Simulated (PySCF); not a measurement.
A structure optimised at PBE-D3(BJ)/def2-SVP, used in a PySCF frequency run:

```
O
Si 1 1.6398
Si 1 1.6941 2 138.83
H 3 1.4970 1 106.44 2 179.49
H 3 1.5010 4 110.44 1 -119.06
H 3 1.5010 4 110.45 5 -121.86
Cl 2 2.0521 1 109.65 3 120.46
Cl 2 2.0522 1 109.67 3 -119.56
Cl 2 2.0637 1 109.61 3 0.45
```
Charge 0, spin multiplicity 1.

Task: Write its SMILES and formula.

Result: [SiH3]O[Si](Cl)(Cl)Cl, Cl₃H₃OSi₂

Task: What are its rotational constants (standard atomic weights)?

Result: 1.3116, 0.85460, 0.82957 GHz
